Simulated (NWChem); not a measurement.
**Lowest excitation of HBrPb**

```
Pb
H 1 1.8606
Br 1 2.6349 2 93.56
```
Charge 0, spin multiplicity 1.

The numbers come from NWChem runs, not from measurements. All single points use one geometry, from PBE0/def2-SVP with def2 effective core potentials on Pb, a minimum by its harmonic frequencies.

Basis set: def2-SVPD.

Effective core potentials replace the inner electrons of Pb; spin-orbit coupling is left out. The correlated methods keep 13 core orbitals frozen. B3LYP has NWChem's definition, with VWN1-RPA local correlation. The structure started from a generated list of species. Coupled-cluster values serve here as a point of comparison, not as the truth.

Task: Order these methods by the lowest vertical singlet excitation energy they give, lowest first: EOM-CCSD, TD-PBE, CIS, TD-B3LYP, TD-PBE0.

Result: TD-PBE (2.34 eV), TD-B3LYP (2.52 eV), TD-PBE0 (2.65 eV), EOM-CCSD (2.80 eV), CIS (3.19 eV)
